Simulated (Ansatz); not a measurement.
Na2Li3. Total charge 0; doublet. Geometry B3LYP/def2-TZVP, that of the charge +1 singlet; atoms count from 1.

```csv
atom,x (Å),y (Å),z (Å)
Li1,0.450,-1.509,0.299
Li2,0.598,1.197,0.868
Li3,-1.048,0.306,-1.165
Na4,2.248,0.268,-1.950
Na5,-2.248,-0.261,1.948
```

The structure comes from a short search, and lower isomers may exist.

Question: Estimate the Mulliken populations from the PBE0/def2-TZVP orbitals of Ansatz.

Answer: 
```tsv
atom	charge (e)	spin (α − β)
Li1	-0.12	0.35
Li2	0.04	0.33
Li3	-0.11	0.33
Na4	0.09	0.00
Na5	0.09	-0.01
```
Mulliken values and Mayer orders depend strongly on the basis.

Question: Where does the spin sit?

Answer: Summed by element: Li 1.01, Na -0.01, of 1 unpaired in all. Largest on single atoms: Li1 0.35, Li3 0.33, Li2 0.33.

Question: And the Mayer bond orders between bonded heavy atoms (over 0.3)?

Answer: Li1–Li2 0.45 (2.77 Å); Li1–Li3 0.35 (2.77 Å); Li1–Na4 0.32 (3.38 Å); Li1–Na5 0.32 (3.40 Å); Li2–Li3 0.46 (2.76 Å); Li3–Na4 0.32 (3.39 Å); Li3–Na5 0.32 (3.38 Å).
